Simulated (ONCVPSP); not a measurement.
## LDA (Perdew-Wang 92) ONCV dataset for K, scalar-relativistic all-electron reference.

ONCVPSP 4.0.1 input, shortened (lines: element, Z, core and valence counts, functional; n l f; lmax; l rc ep ncon nbas qcut; lloc lpopt rc5 dvloc0; l nproj debl; icmod fcfact rcfact), LDA (Perdew-Wang 92), scalar-relativistic:

```
  K 19.00    3    3  -001012      upf
    1    0    2.00
    2    0    2.00
    2    1    6.00
    3    0    2.00
    3    1    6.00
    4    1    1.00
    2
    0    2.00    0.00    4    7    5.50
    1    2.65    0.00    3    7    4.70
    2    2.00    0.37    3    8    4.60
    2    5    2.00    0.00
    0    1    3.50
    1    3    1.20
    2    0    2.10
    0    0.00    0.00
```

All-electron outer shells of the reference configuration (LDA (PZ), scalar-relativistic, ld1.x):

```csv
shell,level (eV),outermost node (bohr),outermost maximum (bohr)
3s,-36.68,0.48,1.07
3p,-20.31,0.45,1.15
4p,-1.41,1.86,5.64
```

Estimate the cutoffs (Ha) at which the residual kinetic energy of the hardest occupied pseudo-wave falls to 1 and 0.1 mHa per electron.

10 Ha and 13 Ha. The cutoffs count occupied waves only; projector 1 of the d channel, the hardest unoccupied one, needs 33 Ha at the loose tolerance.

Does the potential have ghost states?

Ghosts flagged at negative energy: p at -1144.5 eV; no localised positive-energy state flagged. A true bound ghost makes a file unfit for plane-wave use.

Which valence shell sets the plane-wave cutoff?

3s: 10 Ha for 1 mHa per electron, against 8 Ha for 3p.

Its largest configuration-test error is -55 meV (3s2 3p6 4s1 4p0). 1 of 4 tests not solved or not reliable.
